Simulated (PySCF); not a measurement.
H₃Si₂, SMILES [Si][SiH3] (connectivity only; charge and spin as stated), neutral, multiplicity 2.

The structure is a stationary point at B3LYP-D3(BJ)/def2-TZVP. The isomer is the one that the SMILES or the coordinates give; other isomers of the formula were not compared.

All values below come from PySCF with PBE/def2-TZVPD.

Isolated molecule, no solvent.

Estimate the frontier levels, dipole moment and polarisability. (Estimate from the structure and the level; the computed values follow.)


The α spin, highest occupied and lowest empty level comes out as -4.72 and -4.36 eV and the β spin, highest occupied and lowest empty level comes out as -5.85 and -4.05 eV. The dipole moment is 0.25 D and the quadrupole, principal values (traceless, Buckingham form, about the centre of nuclear charge) is -3.39, -1.32, 4.71 D·Å. The mean static polarisability is 72.5 bohr³ (10.75 Å³) and the polarisability, principal values comes out as 56.8, 63.5, 97.3 bohr³. The ⟨S²⟩ is 0.755 (pure state 0.75).
